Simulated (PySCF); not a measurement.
# Dipole response of C (carbon, neutral)

[He] 2s2 2p2, high-spin 3P determinant. All numbers are calculated (PySCF 2.14, the spin-free X2C one-electron Hamiltonian (Gaussian nucleus), in ANO-RCC-VTZP). Coupled (time-dependent) response in atomic units; α is the mean over directions. The basis has no added diffuse functions, which lowers α and C₆.

```json
{"method": "UHF", "mean α (bohr³)": "10.45", "α xx, yy, zz": "9.846, 10.75, 10.75", "C₆ (like pair)": "39.54", "S(−4)": "76.96"}
{"method": "PBE", "mean α (bohr³)": "10.37", "α xx, yy, zz": "9.471, 10.81, 10.81", "C₆ (like pair)": "40.95", "S(−4)": "56.14"}
{"method": "PBE0", "mean α (bohr³)": "10.25", "α xx, yy, zz": "9.404, 10.67, 10.67", "C₆ (like pair)": "40.08", "S(−4)": "56.17"}
{"method": "wB97M-V", "mean α (bohr³)": "10.02", "α xx, yy, zz": "9.298, 10.38, 10.38", "C₆ (like pair)": "39.04", "S(−4)": "49.49"}
{"method": "BP86", "mean α (bohr³)": "10.40", "α xx, yy, zz": "9.506, 10.85, 10.85", "C₆ (like pair)": "41.22", "S(−4)": "56.01"}
```

S(−4) is the Cauchy moment in α(ω) = α(0) + S(−4) ω² + …

Reference α: 11.3 ± 0.4 bohr³ (recommended; Schwerdtfeger and Nagle, table of static dipole polarizabilities (2023 update)). Published C₆: 46.60 (Chu and Dalgarno (2004); Tang, Norbeck and Certain (1976)).

α(iu) at PBE:

```
u (hartree)  α(iu) (bohr³)
          0          10.37
     0.0500          10.23
      0.100          9.849
      0.200          8.672
      0.300          7.375
      0.500          5.233
      0.750          3.485
       1.00          2.422
       1.50          1.323
       2.00         0.8230
       3.00         0.4047
       5.00         0.1594
```

A single London oscillator, α(iu) = α/(1 + u²/ω²), gives C₆ = (3/4) ω α². Matching the computed C₆ needs ω = 4 × 40.95 / (3 × 10.37²) = 0.508 hartree.

The components differ because the open shell of this determinant is not spherical; for a pure term their mean is the scalar polarisability.
